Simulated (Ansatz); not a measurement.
CH$_{6}$AlNO from Hartree–Fock to CCSD(T)

```xyz
10

N    -1.1987    1.1020   -0.5367
C    -0.4708    0.1084   -0.9073
O     2.1887   -0.9528    0.3522
Al    0.4913   -0.8737    0.6602
H    -1.7919    1.6525   -1.1474
H    -1.1791    1.3361    0.4584
H    -0.5346   -0.0887   -1.9811
H     2.7750   -0.2675    0.6650
H    -0.2749   -2.2799    0.7022
H    -0.0050    0.2636    1.7342
```

The species carries charge 0 and has multiplicity 1. The bonds changed during the relaxation, so this is another structure than the one it started from. Geometry: relaxed with PBE0-D4/def2-TZVP. It is one conformer, not always the lowest. Frozen core, restricted reference, the Gaussian-basis code of Ansatz. CBS rows extrapolate triple and quadruple zeta; past MP2 they add the triple-zeta difference.

```tsv
basis	HF (Eh)	MP2 corr.
def2-SVP	-412.39224	-0.55757
def2-TZVPP	-412.68698	-0.70006
def2-QZVPP	-412.70294	-0.75237
```

Question: Estimate the CCSD correlation energy and the (T) correction in each basis where they were run (hartree).

Answer: 
```csv
basis,CCSD corr.,(T)
def2-SVP,-0.60141,-0.01549
def2-TZVPP,-0.73659,-0.02713
CBS(def2),-0.82764,as TZ
```
